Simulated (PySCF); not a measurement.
Computed shifts of a molecule C₄H₄F₂, PBE/pcSseg-1 run with PySCF, GIAO, gas phase, atoms alike by connectivity averaged where their shifts nearly agree, in ppm (number of nuclei): ¹³C: 223.1 (1), 128.3 (1), 95.7 (1), 83.4 (1). ¹⁹F: -135.6 (2). ¹H: 6.62 (1), 5.88 (1), 5.50 (2). References: ¹³C against TMS (σ = 182.0 ppm); ¹⁹F against CFCl3 (σ = 133.6 ppm); ¹H against TMS (σ = 31.49 ppm), references at their B3LYP-D3(BJ)/def2-TZVP geometries, non-relativistic. The structure is a stationary point at r2SCAN-D4/def2-SVP. One conformer was computed; it need not be the lowest.

### Question
Identify the compound among the candidates.
A. C=C(F)C(=C)F
B. F/C=C\C=C/F
C. FC1=C[C@@H](F)C1
D. C=C=CC(F)F

### Answer
D, C=C=CC(F)F
